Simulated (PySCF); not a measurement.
## How methods differ on the excitation energy of Ag+

Ag+ [Kr] 4d10 (1S) → Ag+ [Kr] 4d9 5s1 (3D), as a difference of total energies. Calculation: PySCF 2.14, in aug-cc-pVDZ-PP with ECP28MDF; a scalar-relativistic core potential. Correlated levels: valence: 4s2 4p6 frozen. The calculations carry no spin-orbit coupling.

| method | excitation energy (cm⁻¹) |
| --- | --- |
| UHF | 35749 |
| MP2 (valence) | 42954 |
| SCS-MP2 (valence) | 42894 |
| CCSD (valence) | 41085 |
| CCSD(T) (valence) | 41361 |

Errors of the correlated levels include the incompleteness of this basis and the frozen core.

For comparison: 40609 cm⁻¹ (measured; NIST levels, between the centres of gravity of the two terms).
